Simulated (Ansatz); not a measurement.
C₇H₁₀N₂, SMILES `CN(N)c1ccccc1`, relaxed with RKS PBE0-D4/def2-TZVP in the Gaussian-basis code of Ansatz from a PBE-D4/def2-SVP geometry. The force threshold is 0.005 eV/Å; the program also tests the step.

The species carries charge 0 and has multiplicity 1.

Start:

```xyz
19

C     2.082    1.129    0.887
N     1.155    0.017    0.929
N     1.375   -0.940    1.918
C     0.064   -0.056    0.075
C    -0.172    0.949   -0.903
C    -1.275    0.863   -1.760
C    -2.178   -0.210   -1.680
C    -1.953   -1.205   -0.717
C    -0.855   -1.138    0.150
H     1.588    2.105    1.102
H     2.587    1.217   -0.102
H     2.848    0.943    1.660
H     0.558   -1.000    2.547
H     1.487   -1.873    1.491
H     0.511    1.803   -0.994
H    -1.430    1.657   -2.507
H    -3.043   -0.269   -2.357
H    -2.645   -2.058   -0.633
H    -0.705   -1.932    0.894
```

**Question.** By how much does the energy fall, and how many steps does the optimiser take? (An estimate is asked.)

**Answer.** Computed: 11.13 kJ/mol, in 12 steps, 2 of them rejected.

**Question.** Which bonds change most? (Estimate.)

**Answer.** The calculation gave: C1–H11 from 1.114 to 1.093 Å; C4–C9 from 1.421 to 1.402 Å; C4–C5 from 1.423 to 1.403 Å; N3–H14 from 1.032 to 1.013 Å.

**Question.** Give the relaxed structure. (Best estimate.)

**Answer.** Ansatz gave: 
```xyz
19

C     2.059    1.104    0.869
N     1.253   -0.088    0.799
N     1.311   -0.882    1.942
C     0.117   -0.111    0.010
C    -0.138    0.907   -0.921
C    -1.260    0.859   -1.729
C    -2.166   -0.187   -1.638
C    -1.925   -1.192   -0.714
C    -0.807   -1.161    0.101
H     1.502    1.974    1.246
H     2.463    1.355   -0.115
H     2.888    0.898    1.541
H     0.441   -0.824    2.467
H     1.457   -1.850    1.681
H     0.542    1.743   -1.014
H    -1.429    1.661   -2.438
H    -3.043   -0.216   -2.272
H    -2.619   -2.021   -0.621
H    -0.647   -1.967    0.806
```
